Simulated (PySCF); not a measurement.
sulfur tetrafluoride (F4S), SMILES FS(F)(F)F.

Geometry optimised at PBE0-D3(BJ)/def2-SVP.

All values below come from r2SCAN/def2-TZVP run with PySCF.

Symmetry labels are those of the subgroup C2v that the program uses (full group C2v).

List the valence orbital energies around the gap with their symmetry. (An estimate is asked for; the answer gives what the named calculation found.)


| orbital | symmetry | energy (eV) |
|---|---|---|
| HOMO−7 | A1 | -12.89 |
| HOMO−6 | B2 | -12.41 |
| HOMO−5 | B1 | -12.22 |
| HOMO−4 | A1 | -11.09 |
| HOMO−3 | B1 | -10.83 |
| HOMO−2 | B2 | -10.44 |
| HOMO−1 | A2 | -10.26 |
| HOMO | A1 | -8.67 |
| LUMO | B1 | -3.12 |
| LUMO+1 | A1 | -0.76 |
| LUMO+2 | B2 | 0.91 |
| LUMO+3 | A1 | 5.83 |
